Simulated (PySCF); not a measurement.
**A small calculation by hand: dipole moment from atomic charges**

C2H5ClZn, SMILES C[CH2][Zn][Cl]. Atoms are numbered in the order given.

```xyz
9

Zn     0.1779    -0.0976     0.0000
Cl    -0.2372    -2.1853     0.0000
C      0.5611     1.8090     0.0000
C     -0.6752     2.7165     0.0000
H      1.2001     2.0120    -0.8867
H      1.2001     2.0120     0.8867
H     -1.3156     2.5550     0.8916
H     -1.3156     2.5550    -0.8916
H     -0.3908     3.7914     0.0000
```

Coordinates come from a PBE-D3(BJ)/def2-SVP optimisation. The structure was generated by enumeration; whether it is a known compound was not checked. The values are those of a single conformer.

Charges (e) from PBE/def2-TZVP run with PySCF:

| atom | IAO | Mulliken |
|---|---|---|
| Zn1 | 1.174 | 0.329 |
| Cl2 | -0.720 | -0.305 |
| C3 | -0.739 | -0.251 |
| C4 | -0.420 | -0.392 |
| H5 | 0.142 | 0.123 |
| H6 | 0.142 | 0.123 |
| H7 | 0.140 | 0.126 |
| H8 | 0.140 | 0.126 |
| H9 | 0.140 | 0.121 |

The dipole moment of the full density is 2.73 D.

**Question.** What dipole moment does each set of point charges give, and which comes closer to that of the density?

**Answer.** 
μ = Σ q r, and 1 e Å = 4.8032 D.
IAO: Σ q r = (0.166, 0.799, 0.000) e Å, |μ| = 3.92 D.
Mulliken: Σ q r = (0.171, 0.713, 0.000) e Å, |μ| = 3.52 D.
Mulliken comes closer in size. Point charges leave out the atoms' own dipoles (lone pairs, polarised bonds); fits to the potential absorb them, partitions of the density don't.
